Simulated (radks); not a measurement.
Values are calculated unless marked as measured or tabulated.
Question: Lu3+, 68 electrons, occupied as [Xe] 4f14. Code: a radial shooting solver on a logarithmic mesh with Libxc functionals. Model: Dirac Kohn-Sham, SOGGA, spin-unpolarised, spherical densities, point nucleus. Some entries of the table are withheld. Estimate them.

| orbital | occ. | eigenvalue (eV) | r(max) (bohr) |
|---|---|---|---|
| 1s1/2 | 2 | -63166.80 | 0.01213 |
| 2s1/2 | 2 | -10767.93 | 0.06950 |
| 2p1/2 | 2 | -10278.89 | 0.05193 |
| 2p3/2 | 4 | -9161.913 | 0.05846 |
| 3s1/2 | 2 | (1) | 0.1960 |
| 3p1/2 | 2 | -2244.011 | 0.1839 |
| 3p3/2 | 4 | -2005.783 | 0.1974 |
| 3d3/2 | 4 | (2) | 0.1552 |
| 3d5/2 | 6 | (3) | 0.1589 |
| 4s1/2 | 2 | -510.6744 | 0.4466 |
| 4p1/2 | 2 | -422.6740 | 0.4475 |
| 4p3/2 | 4 | -368.4218 | 0.4763 |
| 4d3/2 | 4 | -223.7819 | 0.4759 |
| 4d5/2 | 6 | -213.8815 | 0.4852 |
| 5s1/2 | 2 | -87.4907 | 1.043 |
| 5p1/2 | 2 | -62.9570 | 1.132 |
| 5p3/2 | 4 | -55.8536 | 1.219 |
| 4f5/2 | 6 | -36.9282 | (4) |
| 4f7/2 | 8 | -35.3993 | (5) |

Answer: 
(1) 3s1/2 eigenvalue (eV): -2460.253
(2) 3d3/2 eigenvalue (eV): -1638.778
(3) 3d5/2 eigenvalue (eV): -1586.755
(4) 4f5/2 r(max) (bohr): 0.4659
(5) 4f7/2 r(max) (bohr): 0.4713
